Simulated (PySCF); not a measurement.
## How the method changes the constants of RbHg⁺

State: ¹Σ⁺ (singlet), closed shell. Set-up: PySCF, scalar-relativistic core potentials, basis sets Rb def2-SVP with ECP28, Hg def2-SVP with ECP60. De refers to Rb⁺ + Hg in their ground configurations, without counterpoise correction. A positive dipole points towards Hg; it is taken about the centre of mass and depends on that origin.

```json
{"Level": "RHF-MP2", "Re (Å)": "3.679", "ωe (cm⁻¹)": "48.1", "De (eV)": "0.178", "μ (D)": "n/a", "CPU s a point (SCF and correlation, without the integrals)": "0.2"}
{"Level": "RHF-SCS-MP2", "Re (Å)": "3.731", "ωe (cm⁻¹)": "45.6", "De (eV)": "0.165", "μ (D)": "n/a", "CPU s a point (SCF and correlation, without the integrals)": "n/a"}
{"Level": "RHF-CCSD", "Re (Å)": "3.760", "ωe (cm⁻¹)": "45.0", "De (eV)": "0.172", "μ (D)": "n/a", "CPU s a point (SCF and correlation, without the integrals)": "n/a"}
{"Level": "RHF-CCSD(T)", "Re (Å)": "3.751", "ωe (cm⁻¹)": "45.4", "De (eV)": "0.176", "μ (D)": "n/a", "CPU s a point (SCF and correlation, without the integrals)": "10"}
{"Level": "PBE", "Re (Å)": "3.762", "ωe (cm⁻¹)": "44.4", "De (eV)": "0.164", "μ (D)": "-10.94", "CPU s a point (SCF and correlation, without the integrals)": "0.73"}
{"Level": "PBEsol", "Re (Å)": "3.681", "ωe (cm⁻¹)": "46.7", "De (eV)": "0.170", "μ (D)": "-10.64", "CPU s a point (SCF and correlation, without the integrals)": "0.48"}
{"Level": "r²SCAN", "Re (Å)": "3.745", "ωe (cm⁻¹)": "44.9", "De (eV)": "0.163", "μ (D)": "-10.92", "CPU s a point (SCF and correlation, without the integrals)": "1"}
{"Level": "r²SCANh", "Re (Å)": "3.749", "ωe (cm⁻¹)": "44.8", "De (eV)": "0.162", "μ (D)": "-10.92", "CPU s a point (SCF and correlation, without the integrals)": "1.1"}
{"Level": "PBE0", "Re (Å)": "3.771", "ωe (cm⁻¹)": "43.9", "De (eV)": "0.159", "μ (D)": "-10.94", "CPU s a point (SCF and correlation, without the integrals)": "1.5"}
{"Level": "M06", "Re (Å)": "3.777", "ωe (cm⁻¹)": "42.2", "De (eV)": "0.157", "μ (D)": "-10.94", "CPU s a point (SCF and correlation, without the integrals)": "1.2"}
{"Level": "CAM-B3LYP", "Re (Å)": "3.767", "ωe (cm⁻¹)": "44.2", "De (eV)": "0.154", "μ (D)": "-10.92", "CPU s a point (SCF and correlation, without the integrals)": "1.2"}
```

**Question.** Which functional lies closest to RHF-CCSD(T) in De, which farthest, and by how much do they differ from it?

**Answer.** Closest is PBEsol (-7.0 pm in Re, +2.9 % in ωe, -0.01 eV in De against RHF-CCSD(T) in the same basis), farthest CAM-B3LYP (+1.6 pm in Re, -2.6 % in ωe, -0.02 eV in De). CCSD(T) converges more slowly with the basis than the functionals do and binds too weakly in this one, so the order can change at the basis-set limit.

**Question.** What does a quarter of exact exchange do here, going from PBE to PBE0?

**Answer.** PBE0 less PBE: +0.9 pm in Re, -1.1 % in ωe, -0.01 eV in De. Exact exchange removes part of the self-interaction that spreads semilocal densities, and in most molecules shortens and stiffens the bond and lowers De; here Re goes the other way.

**Question.** What does the step from GGA to meta-GGA do here, going from PBE to r²SCAN?

**Answer.** r²SCAN less PBE: -1.7 pm in Re, +1.1 % in ωe, -0.00 eV in De. 

Correlated steps freeze no core orbitals. Closed-shell solutions of metal pairs were not tested for spin polarisation, which can lower them a little. The bond is weak. Basis-set superposition, not corrected here, can be much of De in a small basis, most of all at correlated wavefunction levels. Spin–orbit coupling is left out. For an ion De counts to the pair picked by the measured ionisation energies or electron affinities, which need not be the lowest pair at this level.

The whole job (state search and all levels along the bond) took about 3.4 min on 1 thread of Arm Neoverse N1 (shared host), peak memory 0.71 GiB.
